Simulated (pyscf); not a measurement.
O=Hf(OH)–O–SiH₃ (SMILES [O]=[Hf]([OH])[O][SiH3]) → O=Hf(OH)–O–SiH₃ (SMILES [O]=[Hf]([OH])[O][SiH3]) (group migration; singlet surface; O–Si broken, O–Si formed). Structures and frequencies: ωB97X-D3(BJ)/def2-SVP in PySCF. Energies in kcal/mol from the reactant's lowest minimum found.

```json
[
 {"level": "ωB97X-D3(BJ)/def2-TZVP", "barrier": "29.1", "reaction energy": "0.0"},
 {"level": "PBE/def2-TZVP", "barrier": "26.6", "reaction energy": "0.0"},
 {"level": "PBE0-D3(BJ)/def2-TZVP", "barrier": "29.2", "reaction energy": "0.0"},
 {"level": "M06-2X/def2-TZVP", "barrier": "[?]", "reaction energy": "0.0"},
 {"level": "ωB97M-D3(BJ)/def2-TZVP", "barrier": "32.1", "reaction energy": "0.0"},
 {"level": "HF/def2-TZVP", "barrier": "[?]", "reaction energy": "0.0"}
]
```

Q: Some entries are withheld; supply them.

A: 
- M06-2X/def2-TZVP, barrier: 32.2
- HF/def2-TZVP, barrier: 45.5

The functionals in the table span 5.5 kcal/mol in this barrier, from PBE to M06-2X. At the saddle there is also a short Hf–Si contact that neither side keeps, so another atom assists the step. This is the saddle that the search found; another between the same sides may lie lower. Elements past Kr carry the def2 core potentials, without spin-orbit coupling.
